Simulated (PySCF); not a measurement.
## Electron correlation in Ga (gallium, neutral)

[Ar] 3d10 4s2 4p1, 2P determinant. Calculation: PySCF 2.14, in Sapporo-DKH3-DZP-2012; scalar relativity by spin-free X2C-1e. Frozen: [Ar] 3d10; 3 electrons correlated.

MP2 pair energies summed by pair of shells (mhartree):

```csv
pair,energy,share (%)
4s-4s,-16.89,59.6
4s-4p,-11.44,40.4
```

Total MP2 correlation energy: -28.33 mhartree.

Same-spin part -2.17 and opposite-spin part -26.16 mhartree; SCS-MP2 scales them by 1/3 and 6/5 to -32.12 mhartree.

```tsv
level	correlation energy (mhartree)
CCSD	-42.42
(T)	-0.52
CCSD(T)	-42.94
```

Diagnostics: T1 = 0.011, D1 = 0.0263, largest double amplitude 0.075.

Cost of the coupled-cluster step: 0.33 s of wall time on 1 thread of Neoverse-V1 (shared host), for 3 correlated electrons.
